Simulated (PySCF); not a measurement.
## Two-component Hartree-Fock for Kr⁺ (krypton, charge +1)

Start: [Ar] 3d10 4s1 4p5 5s1; 4s1/2 filled at m_j = +1/2; 4p1/2 filled at m_j = -1/2, +1/2; 4p3/2 filled at m_j = -1/2, +1/2, +3/2; 5s1/2 filled at m_j = +1/2. Calculated with PySCF 2.14 in x2c-TZVPall-2c with one added diffuse shell each of s, p, d type (7s8p5d1f, 63 functions): generalised Hartree-Fock with the X2C-1e Hamiltonian and a Gaussian nucleus; one run each with spin-orbit coupling (SO) switched off, then screened by Boettger's factors. This is a chosen level, not necessarily the ground level.

```tsv
spinor shell	electrons	ε, spin-free (eV)	ε, screened SO (eV)	weight of nominal j (screened SO)	rms radius, screened SO (bohr)
1s1/2	2	-14424.8	-14424.3	1.000	0.0478
2s1/2	2	-1980.3	-1980.2	1.000	0.199
2p1/2	2	-1747.9	-1784.8	1.000	0.174
2p3/2	4	-1747.9	-1730.2	1.000	0.178
3s1/2	2	-324.70	-324.61	1.000	0.565
3p1/2	2	-248.43	-254.21	0.998	0.574
3p3/2	4	-248.43	-245.57	0.999	0.584
3d3/2	4	-121.55	-122.35	0.979	0.609
3d5/2	6	-121.55	-120.90	0.986	0.611
4s1/2	1	-51.510	-51.461	1.000	1.60
4p1/2	2	-29.413	-29.247	0.655	1.89
4p3/2	3	-29.413	-29.577	0.770	1.89
5s1/2	1	-9.687	-9.684	0.993	4.01
```

```
   quantity    spin-free  screened SO
E (hartree)  -2786.49582  -2786.67295
        M_J          5/2          5/2
       ⟨J²⟩        8.796        8.798
       ⟨L²⟩        2.041        2.046
       ⟨S²⟩        3.756        3.759
```

Each row is a mean over spinors that exchange with the open shell spreads, by up to 5.823 eV (4p1/2).

Rows whose weight is well below 1 are mixtures of j = l ± 1/2: exchange outweighs spin-orbit coupling there, and the label is only the starting occupation.

Without spin-orbit coupling the j labels of p, d and f shells carry no meaning; the spin-free column gives the mean over the occupied spinors of each nl shell.
